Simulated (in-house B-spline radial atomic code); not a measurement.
How numerical settings move a run on Cl II (Cl+), [Ne] 3s2 3p4. Computed with an all-electron radial atomic-structure program (B-spline basis): non-relativistic r2SCAN0, spin-polarised, spherical fractional occupations, point nucleus.

Command:
```bash
python run_scf.py task.json out
```
Settings of the sound reference run:
```
Z                17
electrons        16
configuration    [Ne] 3s2 3p4
hamiltonian      nr
method           r2scan0
spin_polarised   True
knot_spacing     0.22
spline_order     8
gauss_points     12
box_radius       35.29
max_iterations   70
damping          0.5
damped_steps     3
diis_vectors     10
tolerance        1e-08
start            Thomas-Fermi
```

Run time, properties included: 0.39 s on 1 thread of Arm Neoverse N1, with other jobs on the host.

It converges in 9 iterations to -459.601755 hartree, with 3p down at -17.6307 eV. The other runs change the listed settings, some to values that make no sense; their results aren't properties of the atom or ion. Radii are in bohr (the nuclear one in fm), a minus after a letter asks for a j subshell, and «unchanged» means within 1e-8 hartree. The run stops when the residual is below 10 × tolerance × max(1, Z/10), or a noise floor if that is larger, and the energy moves by less than 1e-8 × √|E| hartree; so very loose and very tight tolerances often act alike.

```tsv
changed settings	outcome
start = bare nucleus	converged in 9 iterations, energy unchanged
first_knot = 0.00588	converged in 9 iterations, energy +2.02e-06 hartree from the reference, 3p down level +9.9e-05 eV
spline_order = 6, box_radius = 2.12, max_iterations = 60, diis_vectors = 2, tolerance = 1e-10	converged in 10 iterations, energy +3.92e+00 hartree from the reference, 3p down level +3.5e+01 eV (the program warns: 3p down has a positive eigenvalue: unbound, held by the box; 3p up has a positive eigenvalue: unbound, held by the box)
spline_order = 7, gauss_points = 6, max_iterations = 60, damped_steps = 0, tolerance = 0.01	converged in 6 iterations, energy -6.52e-06 hartree from the reference, 3p down level +4.1e-04 eV
hamiltonian = dirac, method = hf, nucleus = fermi, rms_radius = 3.3654, mass_number = 35, atomic_mass = 34.96885, speed_of_light = 137.036	stopped with error: spin polarisation is not served with the Dirac Hamiltonian
knot_spacing = 0.15, box_radius = 3.53, max_iterations = 50, damped_steps = 0, tolerance = 1e-05	converged in 5 iterations, energy +1.85e-01 hartree from the reference, 3p down level +3.4e+00 eV (the program warns: 3p down reaches the box edge; 3s up reaches the box edge)
first_knot = 0.176	converged in 9 iterations, energy +5.47e-04 hartree from the reference, 3p down level +2.0e-04 eV
first_knot = 0.000588	converged in 9 iterations, energy -1.72e-05 hartree from the reference, 3p down level +1.7e-04 eV
first_knot = 5.88e-06	converged in 7 iterations, energy -1.42e-05 hartree from the reference, 3p down level +2.5e-04 eV
knot_spacing = 1.4, box_radius = 70.58, first_knot = 0.176, max_iterations = 50, tolerance = 0.01	converged in 6 iterations, energy +1.71e+01 hartree from the reference, 3p down level -1.8e+00 eV
tolerance = 1e-06	converged in 7 iterations, energy unchanged, 3p down level +1.4e-04 eV
electrons = 19, configuration = [Ne] 3s2 3p4 4s3, max_iterations = 100	stopped with error: shell 4s holds at most 1 electrons (per spin)
```

**Question.** What happens with first_knot = 5.88e-05?

**Answer.** Converged in 7 iterations, energy -2.10e-07 hartree from the reference, 3p down level +2.9e-04 eV.

**Question.** What happens with first_knot = 0.0588?

**Answer.** Converged in 9 iterations, energy -1.85e-05 hartree from the reference, 3p down level +2.1e-04 eV.

**Question.** What happens with knot_spacing = 0.55, box_radius = 10.59, max_iterations = 5, start = bare nucleus?

**Answer.** Not converged after 5 iterations, last residual 2.0e-04, last energy +1.79e-03 hartree from the reference.

**Question.** What happens with tolerance = 1e-13?

**Answer.** Converged in 10 iterations, energy unchanged.
